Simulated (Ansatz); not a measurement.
`O=CC(F)[SiH2]Cl` and `F[CH]([GaH2])[SiH2]Cl` differ in one atom or group.

Ansatz, PBE0-D4/def2-TZVP geometries, multiplicity 1. Each molecule was computed in one conformer, which needn't be the lowest.

Scalar relativity is left out up to krypton.

```json
{"property": "LUMO energy (B3LYP/def2-TZVPP) / eV", "`O=CC(F)[SiH2]Cl`": "-1.80"}
{"property": "LUMO energy (ωB97M-V/def2-TZVPP) / eV", "`O=CC(F)[SiH2]Cl`": "0.72"}
{"property": "HOMO–LUMO gap (PBE0/def2-TZVPP) / eV", "`O=CC(F)[SiH2]Cl`": "6.48"}
{"property": "size of the dipole moment (PBE/def2-TZVPP) / D", "`O=CC(F)[SiH2]Cl`": "0.34"}
{"property": "size of the dipole moment (ωB97M-V/def2-TZVPP) / D", "`O=CC(F)[SiH2]Cl`": "0.33"}
{"property": "HOMO–LUMO gap (B3LYP/def2-TZVPP) / eV", "`O=CC(F)[SiH2]Cl`": "5.99"}
```

Question: Give the same properties after the change, and the shifts. (Estimate.)

Answer: The calculation gave: 
| property | `F[CH]([GaH2])[SiH2]Cl` | shift |
| --- | --- | --- |
| LUMO energy (B3LYP/def2-TZVPP) / eV | -2.32 | -0.52 |
| LUMO energy (ωB97M-V/def2-TZVPP) / eV | -0.36 | -1.08 |
| HOMO–LUMO gap (PBE0/def2-TZVPP) / eV | 5.80 | -0.68 |
| size of the dipole moment (PBE/def2-TZVPP) / D | 1.98 | 1.64 |
| size of the dipole moment (ωB97M-V/def2-TZVPP) / D | 2.21 | 1.88 |
| HOMO–LUMO gap (B3LYP/def2-TZVPP) / eV | 5.31 | -0.68 |

With PBE0 the HOMO rises by 0.16 eV and the LUMO falls by 0.52 eV, so the gap narrows by about 0.68 eV. PBE moves the HOMO by -0.14 eV and ωB97M-V by 0.35 eV. Dipoles are sizes alone; their direction can turn.

B3LYP here is the variant with VWN-RPA as its local correlation; programs differ in this.
